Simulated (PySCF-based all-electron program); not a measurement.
Distorting MoNF3, singlet

All-electron Kohn–Sham DFT on the free molecule, computed near the basis limit with an in-house program on PySCF integrals; Koelling–Harmon scalar relativity, no spin–orbit coupling, spin-restricted. Forces are good to about 0.010 eV/Å. In part, a faulty basis table may shift these forces by a few meV per angstrom. Atoms are numbered as listed.

Shape A:

```xyz
5

Mo    0.0000    0.0000    0.0000
N     0.0000    0.0000    1.6410
F     1.7947    0.0000   -0.4809
F    -0.8973    1.5542   -0.4809
F    -0.8973   -1.5542   -0.4809
```

PBE forces:

| atom | Fx | Fy | Fz (eV/Å) |
| --- | --- | --- | --- |
| Mo1 | 0.000 | 0.000 | 0.214 |
| N2 | 0.000 | 0.000 | -0.177 |
| F3 | -0.006 | 0.000 | -0.012 |
| F4 | 0.003 | -0.005 | -0.012 |
| F5 | 0.003 | 0.005 | -0.012 |

Question: What forces does LDA give in shape A?

Answer: The forces move by 0.735 eV/Å (r.m.s. over the atoms) from PBE.

```
atom      Fx      Fy  Fz (eV/Å)
 Mo1   0.000   0.000      0.233
  N2   0.000   0.000     -0.927
  F3  -0.814   0.000      0.231
  F4   0.407  -0.705      0.231
  F5   0.407   0.704      0.231
```

Question: What forces does PBEsol give in shape A?

Answer: The forces move by 0.390 eV/Å (r.m.s. over the atoms) from PBE.

```
atom      Fx      Fy  Fz (eV/Å)
 Mo1   0.000   0.000      0.198
  N2   0.000   0.000     -0.556
  F3  -0.439   0.000      0.120
  F4   0.219  -0.380      0.120
  F5   0.220   0.380      0.120
```

Question: What forces does PBE0 give in shape A?

Answer: The forces move by 1.172 eV/Å (r.m.s. over the atoms) from PBE.

```
atom      Fx      Fy  Fz (eV/Å)
 Mo1   0.000   0.000      1.653
  N2   0.000   0.000     -2.078
  F3  -0.613   0.000      0.142
  F4   0.306  -0.531      0.142
  F5   0.306   0.531      0.142
```

Shape B:

```xyz
5

Mo    0.0000    0.0000    0.0000
N     0.0000    0.0000    1.4769
F     1.7947    0.0000   -0.4809
F    -0.8973    1.5542   -0.4809
F    -0.8973   -1.5542   -0.4809
```

Against shape A, Mo1–N2 goes from 1.641 to 1.477 Å.

PBE forces:

```
atom      Fx      Fy  Fz (eV/Å)
 Mo1   0.000   0.000    -13.185
  N2   0.000   0.000     13.373
  F3   0.377   0.000     -0.063
  F4  -0.188   0.326     -0.063
  F5  -0.188  -0.326     -0.063
```

Question: What forces does LDA give in shape B?

Answer: The forces move by 0.774 eV/Å (r.m.s. over the atoms) from PBE.

| atom | Fx | Fy | Fz (eV/Å) |
| --- | --- | --- | --- |
| Mo1 | 0.000 | 0.000 | -13.022 |
| N2 | 0.000 | 0.000 | 12.475 |
| F3 | -0.437 | 0.000 | 0.182 |
| F4 | 0.218 | -0.378 | 0.182 |
| F5 | 0.219 | 0.378 | 0.182 |

Question: What forces does PBEsol give in shape B?

Answer: The forces move by 0.397 eV/Å (r.m.s. over the atoms) from PBE.

```json
{"atom": "Mo1", "Fx": "0.000", "Fy": "0.000", "Fz (eV/Å)": "-13.173"}
{"atom": "N2", "Fx": "0.000", "Fy": "0.000", "Fz (eV/Å)": "12.960"}
{"atom": "F3", "Fx": "-0.057", "Fy": "0.000", "Fz (eV/Å)": "0.071"}
{"atom": "F4", "Fx": "0.028", "Fy": "-0.049", "Fz (eV/Å)": "0.071"}
{"atom": "F5", "Fx": "0.029", "Fy": "0.049", "Fz (eV/Å)": "0.071"}
```

Question: What forces does PBE0 give in shape B?

Answer: The forces move by 1.235 eV/Å (r.m.s. over the atoms) from PBE.

```csv
atom,Fx,Fy,Fz (eV/Å)
Mo1,0.000,0.000,-11.630
N2,0.000,0.000,11.347
F3,-0.210,0.000,0.094
F4,0.105,-0.182,0.094
F5,0.105,0.182,0.094
```
